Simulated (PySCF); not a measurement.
C₃H₄F₃O₂P.
Geometry (GFN2-xTB, Å), atoms numbered from 1 in this order:
```
atom  x, y, z in Å
C1    -1.9194   -0.4617    0.0020
P2    -0.4004    0.4360   -0.4202
O3    -0.2232    0.9187   -1.7884
O4    -0.3111    1.6017    0.6716
C5     0.9367   -0.7298    0.0964
F6     0.6311   -2.0196    0.2788
C7     2.1800   -0.2875    0.1823
F8     2.4395    0.9996   -0.0034
F9     3.2795   -0.9544    0.4770
H10   -1.9447   -0.6864    1.0634
H11   -1.9579   -1.3809   -0.5766
H12   -2.7630    0.1688   -0.2682
H13    0.0485    2.3960    0.2673
```

Level of theory: PySCF 2.14.0, density-fitted response routines, TDDFT CAM-B3LYP/def2-SVPD, vertical, gas phase, core orbitals frozen in the response.

| state | λ (nm) | E (eV) | f | main configurations (H = HOMO, L = LUMO) |
| --- | --- | --- | --- | --- |
| S1 | 192.3 | 6.45 | 0.0040 | H→L+2 (47%), H→L+1 (32%), H→L+4 (10%) |
| S2 | 179.5 | 6.91 | 0.149 | H→L (61%), H-1→L (28%) |
| S3 | 171.6 | 7.23 | 0.114 | H-1→L (57%), H→L (32%) |
| S4 | 169.0 | 7.34 | 0.027 | H→L+1 (48%), H→L+2 (28%), H→L+3 (9%) |
| S5 | 160.5 | 7.72 | 0.016 | H-2→L (62%), H-1→L+2 (15%), H-2→L+1 (9%) |
| S6 | 158.0 | 7.84 | 0.027 | H-1→L+2 (56%), H-2→L (18%) |
| S7 | 154.4 | 8.03 | 0.106 | H-1→L+1 (70%) |
| S8 | 152.1 | 8.15 | 0.027 | H→L+3 (30%), H-2→L+1 (16%), H→L+4 (13%) |

Triplets, Tamm–Dancoff:

```tsv
state	E (eV)	λ (nm)	main configurations (H = HOMO, L = LUMO)
T1	4.27	290.1	H→L (78%)
T2	6.00	206.8	H→L+2 (46%), H→L+1 (28%), H→L+4 (12%)
T3	6.70	185.1	H-1→L (65%), H-2→L (14%)
```

The lowest singlet comes at 192 nm (622 kJ/mol) in the vacuum ultraviolet; it is very weak; its leading configuration is HOMO→LUMO+2 (47%). The most intense listed level is S2 at 6.91 eV (179 nm, f = 0.149), 0.46 eV above S1. Löwdin shares by element: HOMO carbon 51% or more, oxygen 16% or more, fluorine 12% or more (atoms not listed hold the other 21%); LUMO carbon 50% or more, phosphorus 9%, fluorine 8% or more (atoms not listed hold the other 33%). Of the 8 states listed, 7 reach f = 0.01 and none stays under 0.0005. The oscillator strengths of these states sum to 0.470; summed over the whole spectrum of an exact calculation they would give the number of electrons, 80 (Thomas–Reiche–Kuhn). Weighted by f, the mean energy of these states is 7.41 eV. Singlets were solved by full linear response, triplets in the Tamm–Dancoff approximation.

On one thread of an x86-64 server, on a shared host, this took 2.3 min (grids of density and orbitals included).

One conformer stands for the species.
